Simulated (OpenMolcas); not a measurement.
Se2+: effect of correlating more closed shells

```yaml
Program: OpenMolcas 26.06
Basis: ANO-R2 [6s6p4d3f1g]
Scalar_Hamiltonian: X2C, finite nucleus
Active_space: 4 electrons in 8 orbitals (4s 4p 5s 5p)
State_averaging: 2S+1 = 3 even, 3 roots; 2S+1 = 1 even, 11 roots; 2S+1 = 5 odd, 1 root; 2S+1 = 3 odd, 9 roots; 2S+1 = 1 odd, 8 roots
Spin-orbit_coupling: state interaction with AMFI integrals over the reference wave functions, term energies averaged over their components
```

Methods on the same reference wave functions:
A. CASSCF
B. MS-CASPT2, IPEA 0.25 Eh, imaginary shift 0.1 Eh (closed shells correlated: 3d)
C. MS-CASPT2, IPEA 0.25 Eh, imaginary shift 0.1 Eh (closed shells correlated: 3s 3p 3d)

Energies in eV above 4s² 4p² ³P₀, the measured ground level; measured values from Moore, Atomic Energy Levels, vol. II, NSRDS-NBS 35 (1971 reprint of NBS Circular 467, 1952).

```tsv
Level	A	B	C	Measured
4s² 4p² ³P₀	0.0000	0.0000	0.0000	0.0000
4s² 4p² ³P₁	0.1866	0.1837	0.1838	0.2159
4s² 4p² ³P₂	0.4369	0.427	0.427	0.4881
4s² 4p² ¹D₂	1.8945	1.616	1.615	1.6158
4s² 4p² ¹S₀	3.3117	3.520	3.510	
4s 4p³ ⁵S°₂	7.0571	8.171	8.216	
4s 4p³ ³D°₁	12.2438	11.170	11.176	
4s 4p³ ³D°₂	12.2519	11.183	11.190	11.4962
4s 4p³ ³D°₃	12.3143	11.236	11.242	
4s 4p³ ³P°₀	13.7715	13.235	13.230	13.2021
4s 4p³ ³P°₁	13.7999	13.256	13.252	
4s 4p³ ³P°₂	13.8468	13.296	13.291
```

Deviations, from unrounded energies. A percentage is the sum of absolute deviations over the sum of measured energies, with the sign that they share, or ± where signs differ.

```json
{"Against measurement": "mean absolute deviation (cm-1)", "Levels": "5", "A": "2700", "B": "710", "C": "690"}
{"Against measurement": "fine structure of the ground term (%)", "Levels": "2", "A": "-11.4", "B": "-13.2", "C": "-13.2"}
{"Against measurement": "other terms of the ground configuration (%)", "Levels": "1", "A": "+17.3", "B": "+0.0", "C": "-0.0"}
{"Against measurement": "other configurations (%)", "Levels": "2", "A": "+5.4", "B": "±1.4", "C": "±1.4"}
```

B, C lie about equally close to measurement and A furthest from it. The largest miss of C in the table is 4s 4p³ ³D°₂, by -2500 cm-1. The ranking rests on the paired levels alone, and a cruder setting can come out closer through cancelling errors.

Between B and C the level of the table that moves most is 4s 4p³ ⁵S°₂, by 370 cm-1 (lowest in B, highest in C). Moves below CASPT2's spread within the term are not significant.

The mean deviations of B to C differ by less than CASPT2's widest spread within a term (170 cm-1), so their order carries little weight.

From A to B the spin-free energies of the other terms of 4s² 4p² shown, above ³P, scale by factors of 0.82 to 1.07.

The lowest spin-free term lies below A's lowest term by 0.513 hartree in B, 0.791 hartree in C.

What an inner shell adds also hangs on whether the basis holds functions to correlate it.

CASPT2 does not keep the components of a term degenerate, so their means are used; among the terms shown or strongly mixed into the levels shown the widest spread is 170 cm-1 (4s 4p³ ³D°, B). Over all roots computed the reference weight is 0.83 to 0.96 in B, 0.82 to 0.95 in C; the roots of lowest weight are the least certain, and an intruder state may touch them. Active for correlation alone: 5p 5s; no level in the range computed is led by a configuration that fills them, so any true level of that kind is missing. Terms of s pⁿ other than that of highest spin mix with s² pⁿ⁻² d, which this space lacks; all of them can be thousands of cm-1 off, and some have no real level of that name. Measured partners are found by configuration, term and J. A level has none where our copy of the source lacks it or the pairing is in doubt (some pairs that miss far off the trend of their configuration count as doubtful), and it then counts in no deviation. Levels of configurations outside the active space are missing. The table leaves out levels that lie high or whose names do not pair safely across all columns.

° marks odd parity.
